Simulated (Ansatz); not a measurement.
A structure relaxed at PBE-D4/def2-TZVP in Ansatz, charge 1, doublet:

```xyz
3

Zn   -0.740    0.127    1.537
Zn    1.034   -0.287   -1.332
O    -0.294    0.160   -0.205
```

Q: Give its formula and point group.

A: the cluster Zn2O⁺. Point group C2v (tolerance 0.1 Å).

Q: Summarise the bond lengths by kind (pairs closer than 1.2 times the sum of covalent radii, bridged metal pairs left out).

A: 2 × O–Zn 1.80 Å.

The structure comes from a short search, and lower isomers may exist.
